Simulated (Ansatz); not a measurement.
Si4⁻. Total charge -1; doublet. Geometry B3LYP-D4/def2-TZVPD.

```xyz
4

Si    1.9963   -0.0761    0.0365
Si   -0.0481   -0.8943    0.7667
Si    0.0481    0.8947   -0.7663
Si   -1.9963    0.0757   -0.0370
```

At PBE-D4/def2-SVPD the highest occupied level of the charge -1 doublet lies above zero (up to 0.18 eV). By energy differences its removal costs 2.06 eV (vertical, to the charge 0 singlet, at CCSD(T)/def2-TZVPPD). The structure comes from a short search, and lower isomers may exist.

Estimate the α-spin orbital energies around the gap (eV) in Ansatz with PBE-D4/def2-SVPD, r2SCAN-D4/def2-TZVPD, PBE0-D4/def2-TZVPD, BHLYP-D4/def2-TZVPD, ωB97X-V/def2-TZVPD.


| orbital | PBE-D4/def2-SVPD | r2SCAN-D4/def2-TZVPD | PBE0-D4/def2-TZVPD | BHLYP-D4/def2-TZVPD | ωB97X-V/def2-TZVPD |
| --- | --- | --- | --- | --- | --- |
| HOMO−9 | -89.62 | -91.61 | -94.94 | -100.39 | -96.87 |
| HOMO−8 | -10.25 | -10.88 | -12.18 | -13.91 | -15.27 |
| HOMO−7 | -7.13 | -7.70 | -8.83 | -10.28 | -11.69 |
| HOMO−6 | -5.24 | -5.64 | -6.65 | -7.80 | -9.25 |
| HOMO−5 | -3.49 | -3.82 | -4.74 | -5.72 | -7.05 |
| HOMO−4 | -2.05 | -2.39 | -3.03 | -3.63 | -5.14 |
| HOMO−3 | -1.54 | -1.79 | -2.41 | -2.99 | -4.29 |
| HOMO−2 | -1.19 | -1.42 | -2.06 | -2.70 | -4.00 |
| HOMO−1 | -0.80 | -1.02 | -1.71 | -2.41 | -3.67 |
| HOMO | 0.18 | -0.20 | -0.67 | -1.14 | -2.36 |
| LUMO | 1.55 | 1.56 | 2.18 | 3.08 | 4.04 |
| LUMO+1 | 1.84 | 1.82 | 2.35 | 3.16 | 4.06 |
| LUMO+2 | 2.64 | 2.60 | 3.11 | 3.88 | 4.69 |
| LUMO+3 | 3.49 | 3.50 | 3.48 | 3.91 | 4.85 |
| LUMO+4 | 3.52 | 3.65 | 3.67 | 4.14 | 4.97 |
| LUMO+5 | 4.05 | 4.00 | 3.85 | 4.23 | 5.01 |
| β HOMO | -0.65 | -0.89 | -1.56 | -2.27 | -3.53 |
| β LUMO | 1.00 | 1.16 | 1.63 | 2.46 | 3.30 |
